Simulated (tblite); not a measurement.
A tight-binding relaxation on `C=CO/C([SiH3])=[CH]/[GeH3]`.

Computed with GFN2-xTB geometry optimisation, gas phase (tblite 0.8.0). Start geometry: from a force field or distance geometry. The input is one job of a driver script: a line of settings, then coordinates in Å.

Command:
```bash
OMP_NUM_THREADS=1 python probes_run.py task.json out
```

Input:
```
{"job": {"kind": "relax", "xc": "GFN2-xTB", "basis": "xTB"}, "charge": 0, "multiplicity": 1}
C     -2.668800     1.206000     0.834100
C     -2.374600     0.005100     0.383500
O     -1.258500    -0.719100     0.905100
C     -0.009700    -0.582300     0.282200
Si     0.685600    -1.896200    -0.793900
C      0.654200     0.524800     0.539500
Ge     2.397600     0.864000    -0.216300
H     -3.534100     1.712900     0.405500
H     -2.122400     1.728100     1.599200
H     -2.997800    -0.440500    -0.379500
H      0.367000    -3.176300    -0.108100
H     -0.027700    -1.869600    -2.098200
H      2.128800    -1.776000    -0.988300
H      0.203400     1.260000     1.191600
H      2.300400     1.153900    -1.750800
H      3.420900    -0.232200     0.095200
H      2.828800     2.249400     0.388400
```

Q: Estimate the output.

A: 
```
step      E/eV     max force
  0    -579.02008    1.928
  1    -579.19093    0.964
  2    -579.27177    0.625
  3    -579.30960    0.610
  4    -579.34618    0.519
  5    -579.37555    0.458
  6    -579.39285    0.308
  7    -579.40366    0.275
  8    -579.41207    0.317
  9    -579.42020    0.364
... (106 lines left out)
116    -579.80635    0.038
117    -579.80659    0.033
118    -579.80673    0.028
119    -579.80679    0.015
120    -579.80682    0.016
121    -579.80686    0.017
122    -579.80691    0.022
123    -579.80697    0.019
124    -579.80700    0.012
125    -579.80701    0.008
```

«max force» is the largest atomic force in eV/Å.

Q: From which step on does the largest force stay under 0.1 eV/Å, and how much energy is left to gain from there?

A: From step 93 (0.088 eV/Å), 9.0 meV above the end.

Main results: energy lowered by 18.1 kcal/mol over 125 steps; largest atomic force 0.008 eV/Å at the end.

Q: Estimate the wall time. Hardware: one thread, Arm Neoverse V1 (aarch64) (shared host).

A: About 1.0 s.
Labels such as C1 count atoms from 1, the log's own numbers from 0.
